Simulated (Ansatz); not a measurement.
```yaml
crystal:
  periodic: [false, false, false]
  atoms:
    - {symbol: C, position_ang: [0.186543, 1.042763, -0.490250]}
    - {symbol: C, position_ang: [0.596647, 0.797265, 0.744559]}
    - {symbol: Si, position_ang: [0.118557, -0.929169, 1.156230]}
    - {symbol: O, position_ang: [-0.553030, -1.160009, -0.376808]}
    - {symbol: C, position_ang: [-0.468700, -0.101512, -1.192010]}
    - {symbol: H, position_ang: [0.304487, 1.988053, -1.046338]}
    - {symbol: H, position_ang: [0.979279, 1.573574, 1.377181]}
    - {symbol: H, position_ang: [1.180843, -1.835308, 1.426474]}
    - {symbol: H, position_ang: [-0.961413, -1.165169, 2.187351]}
    - {symbol: H, position_ang: [-1.484432, 0.178705, -1.600398]}
    - {symbol: H, position_ang: [0.166881, -0.349724, -2.128122]}
basis:
  gaussian: {orbitals: def2-SVPD}
total_charge: -1
magnetization: {spin_polarized: true, initial_magnetization: 5}
hamiltonian: {xc: {name: revPBE0}}
scf: {lower_state_search: light}
output: {forces: true}
```

```sh
$ ansatz run in.yaml --threads 4 --pin off --events-out ev --progress --plain --max-ram 10444MiB
```

Shortened log:

```
Functional definition: revPBE0
1321 factors; their error is unknown
mean field evaluation 1: about -13107.5617 eV, gradient 2.4e1 eV
mean field evaluation 2: about -13093.2660 eV, gradient 5.7e1 eV
mean field evaluation 4: about -13111.3965 eV, gradient 2.1e0 eV
mean field evaluation 8: about -13111.4489 eV, gradient 2.4e-1 eV
mean field evaluation 16: about -13111.4960 eV, gradient 4.4e-3 eV
mean field -13111.49602357 eV, -481.8385915749 hartree, gradient 2.0e-5 eV, S^2 8.765243; 7 other end points of the search recorded, 0 dependent functions left out
reference -13111.49607198 eV, -481.8385933541 hartree; 26, 21 occupied and 129, 134 virtual orbitals, 1321 factors
Total energy: -13111.49607198 eV, -481.8385933541 hartree
Atom 0 at     0.186543     1.042763    -0.490250 Å, force    -2.978283     2.913325    -9.877646 eV/Å
Atom 1 at     0.596647     0.797265     0.744559 Å, force     2.627091    -2.217216     8.412486 eV/Å
Atom 2 at     0.118557    -0.929169     1.156230 Å, force     1.090344     0.791518     5.121981 eV/Å
Atom 3 at    -0.553030    -1.160009    -0.376808 Å, force    -1.420510    -1.394435    -2.420062 eV/Å
Atom 4 at    -0.468700    -0.101512    -1.192010 Å, force     0.415315     2.340110    -1.278391 eV/Å
Atom 5 at     0.304487     1.988053    -1.046338 Å, force    -0.036046    -0.303157    -0.023237 eV/Å
Atom 6 at     0.979279     1.573574     1.377181 Å, force     0.173464     0.267050     0.628524 eV/Å
Atom 7 at     1.180843    -1.835308     1.426474 Å, force     1.052114    -1.337603     0.100980 eV/Å
Atom 8 at    -0.961413    -1.165169     2.187351 Å, force    -0.254428    -0.181588    -0.276411 eV/Å
Atom 9 at    -1.484432     0.178705    -1.600398 Å, force    -0.112692    -0.433642    -0.394949 eV/Å
Atom 10 at     0.166881    -0.349724    -2.128122 Å, force    -0.556369    -0.444364     0.006727 eV/Å
Dipole moment:     0.048016     0.276722     0.006786 e Å
```

In this input the spin is set far too high for this molecule. The run converged. The result belongs to that input, not to the molecule as meant.
